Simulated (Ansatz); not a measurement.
C$_{3}$H$_{7}$BN$_{2}$, SMILES `BC1=NCN1C`. Charge 0, multiplicity 1.

```xyz
13

B    -1.759    1.259    0.385
C    -0.633    0.572   -0.418
N    -0.584    0.302   -1.700
C     0.699   -0.356   -1.434
N     0.627    0.097   -0.039
C     0.903   -0.721    1.111
H    -1.674    1.382    1.570
H    -2.716    1.647   -0.207
H     0.640   -1.443   -1.545
H     1.540    0.041   -2.009
H     0.602   -0.181    2.011
H     1.976   -0.911    1.180
H     0.378   -1.686    1.096
```

Q: List the harmonic frequencies (cm⁻¹, unscaled) at PBE0-D4/def2-TZVP in Ansatz. (Best estimate.)

A: Ansatz gave: 158, 178, 193, 234, 283, 375, 570, 698, 737, 865, 976, 1000, 1005, 1019, 1081, 1153, 1163, 1223, 1233, 1297, 1407, 1438, 1463, 1484, 1506, 1579, 2611, 2708, 2993, 3057, 3093, 3114, 3135.

Q: Is this a minimum?

A: Yes, all 33 modes are real.

Q: Give the ideal-gas thermochemistry at 298.15 K and 1 bar (rigid rotor, harmonic oscillator; point group C1, symmetry number 1).

A: Zero-point energy 269.3 kJ/mol; H(298) − E = 289.3 kJ/mol; entropy 329.9 J/(mol·K), of which translation 163.8, rotation 109.5, vibration 56.5; G(298) − E = 190.9 kJ/mol.
